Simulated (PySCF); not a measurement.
## Basis and Hamiltonian dependence of the excitation energy of Ti⁺

Ti⁺ [Ar] 3d2 4s1 (4F) → Ti⁺ [Ar] 3d3 (4F). Calculated with PySCF 2.14 from differences of total energies of unrestricted determinants, without spin-orbit coupling. Values in eV.

```json
{"basis": "aug-cc-pVDZ-DK", "Hamiltonian": "spin-free X2C", "functions": "59", "UHF": "0.654", "PBE": "-0.214", "PBE0": "-0.133", "MP2 (valence)": "0.432", "CCSD(T) (valence)": "0.369", "CCSD(T) (valence and next inner shell)": "n/a"}
{"basis": "x2c-TZVPPall", "Hamiltonian": "spin-free X2C", "functions": "64", "UHF": "0.658", "PBE": "-0.185", "PBE0": "-0.107", "MP2 (valence)": "0.409", "CCSD(T) (valence)": "0.350", "CCSD(T) (valence and next inner shell)": "0.289"}
{"basis": "def2-TZVPPD", "Hamiltonian": "non-relativistic", "functions": "67", "UHF": "0.475", "PBE": "-0.372", "PBE0": "-0.296", "MP2 (valence)": "0.225", "CCSD(T) (valence)": "0.167", "CCSD(T) (valence and next inner shell)": "0.102"}
{"basis": "x2c-TZVPPall with one added diffuse shell each of s, p, d, f type", "Hamiltonian": "spin-free X2C", "functions": "80", "UHF": "0.659", "PBE": "-0.184", "PBE0": "-0.107", "MP2 (valence)": "0.410", "CCSD(T) (valence)": "0.352", "CCSD(T) (valence and next inner shell)": "0.291"}
{"basis": "aug-cc-pVTZ-DK", "Hamiltonian": "spin-free X2C", "functions": "93", "UHF": "0.661", "PBE": "-0.171", "PBE0": "-0.096", "MP2 (valence)": "0.411", "CCSD(T) (valence)": "0.356", "CCSD(T) (valence and next inner shell)": "n/a"}
{"basis": "x2c-QZVPPall", "Hamiltonian": "spin-free X2C", "functions": "96", "UHF": "0.672", "PBE": "-0.184", "PBE0": "-0.105", "MP2 (valence)": "0.405", "CCSD(T) (valence)": "0.352", "CCSD(T) (valence and next inner shell)": "0.261"}
{"basis": "aug-cc-pVTZ with one added diffuse shell each of s, p, d, f, g type", "Hamiltonian": "non-relativistic", "functions": "118", "UHF": "0.478", "PBE": "-0.357", "PBE0": "-0.284", "MP2 (valence)": "0.226", "CCSD(T) (valence)": "n/a", "CCSD(T) (valence and next inner shell)": "n/a"}
{"basis": "x2c-QZVPPall with one added diffuse shell each of s, p, d, f, g type", "Hamiltonian": "spin-free X2C", "functions": "121", "UHF": "0.671", "PBE": "-0.184", "PBE0": "-0.105", "MP2 (valence)": "0.405", "CCSD(T) (valence)": "n/a", "CCSD(T) (valence and next inner shell)": "n/a"}
{"basis": "aug-cc-pVQZ-DK", "Hamiltonian": "spin-free X2C", "functions": "140", "UHF": "0.666", "PBE": "-0.170", "PBE0": "-0.096", "MP2 (valence)": "0.395", "CCSD(T) (valence)": "n/a", "CCSD(T) (valence and next inner shell)": "n/a"}
{"basis": "dyall-av3z", "Hamiltonian": "non-relativistic", "functions": "164", "UHF": "0.478", "PBE": "-0.363", "PBE0": "-0.289", "MP2 (valence)": "0.218", "CCSD(T) (valence)": "n/a", "CCSD(T) (valence and next inner shell)": "n/a"}
```

Frozen in the all-electron rows: valence: [Ar]; valence and next inner shell: [Ne].

Non-relativistic rows lack the scalar-relativistic shift.

Reference for a calculation without spin-orbit coupling: 0.107 eV (measured, between term centres; NIST).
